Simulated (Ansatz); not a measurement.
`N[Si](F)(Cl)Br` + SiH₄ → `N[Si](F)([SiH3])Cl` + HBr  (formal exchange of groups at the Si–Br bond)

Computed with Ansatz on PBE0-D4/def2-TZVP structures; ΔE is electronic, products minus reactants. CBS: MP2 limit from def2 TZ/QZ plus the TZ coupled-cluster correction, frozen cores. This one scheme is used for every species. Functionals use def2-TZVPP. For Br outer-core shells are correlated without core-valence functions, which leaves a few kJ/mol of doubt a bond. Scalar relativity is left out up to krypton. One conformer a species, not always the lowest.

```csv
level,ΔE (kcal/mol)
BLYP-D4,22.1
B97M-V,23.8
revPBE,20.5
BLYP,21.8
RPA@PBE/def2-TZVPP,23.2
HF/def2-TZVPP,27.4
HF/def2-QZVPP,27.4
SCS-MP2/def2-QZVPP,26.5
```

(1) What does CCSD(T)/CBS give? (Best estimate.)

Largest T1 diagnostic among the species: 0.011.

## Answers

(1) Ansatz gave: +24.6 kcal/mol. The listed levels differ from it by -2.5, -0.8, -4.1, -2.8, -1.4, 2.8, 2.8, 1.9 kcal/mol.

From r2SCAN to r2SCAN0 (25 % exact exchange), in def2-TZVPP and without D4, ΔE moves by +0.8 kcal/mol. At CCSD(T), def2-SVP lies −1.3 kcal/mol from the extrapolated value and def2-TZVPP −0.7 kcal/mol. In def2-TZVPP, CCSD(T) changes the Hartree–Fock value by −3.5 kcal/mol (the triples alone add −0.3 kcal/mol) and MP2 by −0.7 kcal/mol.
